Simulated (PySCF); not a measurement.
**Energy of C(2+) (carbon, charge +2) between two integer charges**

The 2s beta orbital of [He] 2s2 is emptied in steps (occupation f), with all orbitals relaxed, ending at [He] 2s1. All numbers are calculated (PySCF 2.14, the spin-free X2C one-electron Hamiltonian (Gaussian nucleus), in x2c-TZVPall (5s3p2d1f, 31 functions)). The exact energy is a straight line in f; departures are measured from the line between the end points of the same method.

| f | UHF (eV) | LDA (eV) | PBE0 (eV) | LC-wPBE (eV) | BHandHLYP (eV) |
| --- | --- | --- | --- | --- | --- |
| 1 | 0.000 | 0.000 | 0.000 | 0.000 | 0.000 |
| 0.75 | 0.057 | -1.260 | -0.928 | -0.353 | -0.641 |
| 0.5 | 0.073 | -1.649 | -1.217 | -0.455 | -0.863 |
| 0.25 | 0.053 | -1.201 | -0.890 | -0.330 | -0.662 |
| 0 | 0.000 | 0.000 | 0.000 | 0.000 | 0.000 |

**Question.** For LDA, how does the orbital energy at f = 1 compare with the removal energy?

**Answer.** −ε = 40.161 eV against a total-energy difference of 46.956 eV. By Janak's theorem ε = ∂E/∂f, so the gap between them reflects the curvature. Along the path −ε is 43.669 (f = 0.75), 47.104 (f = 0.5), 50.346 (f = 0.25) eV.

| method | E(f=0) − E(f=1) (eV) | −ε at f=1 (eV) | −ε at f=0.5 (eV) |
| --- | --- | --- | --- |
| UHF | 45.795 | 46.111 | 45.785 |
| LDA | 46.956 | 40.161 | 47.104 |
| PBE0 | 47.056 | 42.044 | 47.152 |
| LC-wPBE | 47.220 | 45.282 | 47.287 |
| BHandHLYP | 47.040 | 43.628 | 46.990 |

Reference removal energy between the ground levels: 47.888 eV (measured; NIST Atomic Spectra Database, ionization energies). UHF lacks correlation.
